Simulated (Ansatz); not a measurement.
Stepwise reaction of `[CH3][Al]([Br])[Br]` with hydrogen chloride, as a gas-phase model of exchange steps in deposition or etching. ΔE in kJ/mol.

Isolated molecules relaxed with PBE0-D4/def2-TZVP in Ansatz; ΔE leaves out vibrations. CBS: MP2 limit from def2 TZ/QZ plus the TZ coupled-cluster correction, frozen cores. This one scheme is used for every species. Functionals use def2-TZVPP. B3LYP here is the variant with VWN-RPA as its local correlation; programs differ in this. For Br outer-core shells are correlated without core-valence functions, which leaves a few kJ/mol of doubt a bond. Scalar relativity is left out up to krypton.

```
step                                                   reaction  PBE-D4  B3LYP-D4  ωB97M-V  CCSD(T)/CBS
   1  `[CH3][Al]([Br])[Br]` + HCl → `[CH3][Al]([Cl])[Br]` + HBr    -0.4      -2.0     -1.3          1.4
   2  `[CH3][Al]([Cl])[Br]` + HCl → `[CH3][Al]([Cl])[Cl]` + HBr    -0.7      -2.4     -1.5          1.1
```

**Question.** By hand: ΔE of the 2 steps together at CCSD(T)/CBS.

**Answer.** (1.4) + (1.1) = 2.5 kJ/mol, or 1.2 kJ/mol a step.

In ΔE the steps differ by no more than 0.3 kJ/mol. PBE-D4 differs from CCSD(T)/CBS by -1.8 to -1.8 kJ/mol a step. Isolated molecules leave out the surface, adducts and barriers. Largest T1 diagnostic: 0.008.
